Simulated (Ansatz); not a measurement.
`[SiH3]C(Cl)[TeH]` + HBr → `[SiH3]C(Cl)Br` + H₂Te  (substitution at a C–Te bond)

Program: Ansatz. Geometries: PBE0-D4/def2-TZVP. ΔE: electronic, gas phase. CCSD(T)/CBS is the MP2 limit (def2-TZVPP, def2-QZVPP) plus CCSD(T) − MP2 in def2-TZVPP, frozen cores. DFT in def2-TZVPP. def2 core potentials past Kr. For Br, Te outer-core shells are correlated without core-valence functions, which leaves a few kJ/mol of doubt a bond. Scalar relativity is left out up to krypton.

`[SiH3]C(Cl)[TeH]`:

```xyz
9

Si   -0.277    0.492   -0.968
C    -0.006   -0.860    0.318
Cl    1.539   -1.691   -0.016
Te   -0.181   -0.088    2.313
H    -0.137   -0.084   -2.330
H    -1.640    1.055   -0.794
H     0.745    1.547   -0.758
H    -0.792   -1.614    0.261
H     0.749    1.243    1.973
```

HBr:

Cartesian coordinates in Å:
```
Br 0.501 0.131 -0.486
H -0.501 -0.131 0.486
```

`[SiH3]C(Cl)Br`:

Z-matrix (Å, degrees):
```
Si
C 1 1.894
H 1 1.483 2 108.5
H 1 1.480 2 107.8 3 120.5
H 1 1.485 2 108.2 3 -119.6
Cl 2 1.769 1 110.0 3 178.3
Br 2 1.945 1 108.7 3 -58.9
H 2 1.088 1 113.8 3 58.0
```

H₂Te:

Z-matrix (Å, degrees):
```
Te
H 1 1.656
H 1 1.656 2 90.4
```

| level | ΔE (kJ/mol) | difference from CCSD(T)/CBS |
| --- | --- | --- |
| PBE-D4 | 26.5 | -6.4 |
| PBE0-D4 | 26.8 | -6.1 |
| ωB97X-V | 23.4 | -9.5 |
| ωB97M-V | 24.9 | -8.0 |
| B2PLYP | 24.5 | -8.4 |
| SCS-MP2/def2-TZVPP | 28.9 | -4.0 |
| CCSD/def2-TZVPP | 25.9 | -7.0 |
| HF/def2-QZVPP | 17.6 | -15.3 |
| MP2/CBS(def2) | 38.1 | 5.2 |
| CCSD/CBS(def2) | 31.1 | -1.8 |
| CCSD(T)/CBS | 32.9 | 0 |

Largest T1 diagnostic among the species: 0.011.

In def2-TZVPP, CCSD(T) changes the Hartree–Fock value by +11.3 kJ/mol (the triples alone add +1.8 kJ/mol) and MP2 by +16.5 kJ/mol. The D4 term adds +6.2 kJ/mol with B3LYP and +3.4 kJ/mol with PBE0; it sums over pairs of atoms, weighted by their polarisabilities, and B3LYP, whose exchange is more repulsive, gets the larger term.

B3LYP here is the variant with VWN-RPA as its local correlation; programs differ in this.
